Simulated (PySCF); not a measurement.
# Bond lengths and vibrations by method: AlBFH3N

Calculated results; nothing here was measured. The program is PySCF 2.14.0, an open-source quantum chemistry code, run on an isolated molecule that a program drew, which may never have been made. The molecule is AlBFH3N (charge 0, doublet), drawn as the SMILES string `B[NH][Al][F]`.

The geometry was optimised and harmonic frequencies were computed with HF and MP2, all in the cc-pV(D+d)Z basis, for the commonest isotopes, with a restricted reference for singlets and an unrestricted one otherwise, and a frozen core in MP2. Each result is a local minimum of its method.

Geometry at the HF minimum:
```xyz
7
AlBFH3N, angstrom
B    -3.1354   -0.6167   -0.5031
N    -2.9844    0.7258   -0.1052
Al   -4.3242    1.8883    0.1940
F    -3.8317    3.4037    0.6552
H    -2.1786   -1.3240   -0.6797
H    -4.2462   -1.0575   -0.6672
H    -2.0362    1.0391    0.0166
```

Lengths of the bonds as drawn, in Å (atoms numbered as above):
```
bond,HF,MP2
B1-N2,1.408,1.419
N2-Al3,1.799,1.823
Al3-F4,1.659,1.678
B1-H5,1.203,1.208
B1-H6,1.206,1.212
N2-H7,1.006,1.022
```

Rotational constants, in GHz:
| constant | HF | MP2 |
|---|---|---|
| A | 29.6 | 29.61 |
| B | 3.033 | 2.972 |
| C | 2.751 | 2.701 |

Harmonic frequencies in cm^-1, each column in rising order, so a row needn't be the same motion in every method:
| rank | HF | MP2 |
|---|---|---|
| 1 | 101 | 85 |
| 2 | 165 | 152 |
| 3 | 288 | 261 |
| 4 | 326 | 310 |
| 5 | 703 | ? |
| 6 | 850 | 827 |
| 7 | 873 | 845 |
| 8 | 989 | 928 |
| 9 | 1104 | 1038 |
| 10 | 1218 | 1168 |
| 11 | 1336 | 1236 |
| 12 | 1442 | 1375 |
| 13 | 2638 | 2596 |
| 14 | 2705 | 2681 |
| 15 | 3767 | 3586 |

**Estimate the missing MP2 frequency from the HF column.**

A single factor s that minimises the squared misfit of MP2 against s times HF over the other rows is sum(HF x MP2) / sum(HF^2) = 0.9644, with an rms misfit of 33 cm^-1. For rank 5 it gives 0.9644 x 703 = 678 cm^-1. The calculation gives 665 cm^-1, 13 cm^-1 below the estimate. The drawn bonds are on average 1.0 % longer in MP2 than in HF.
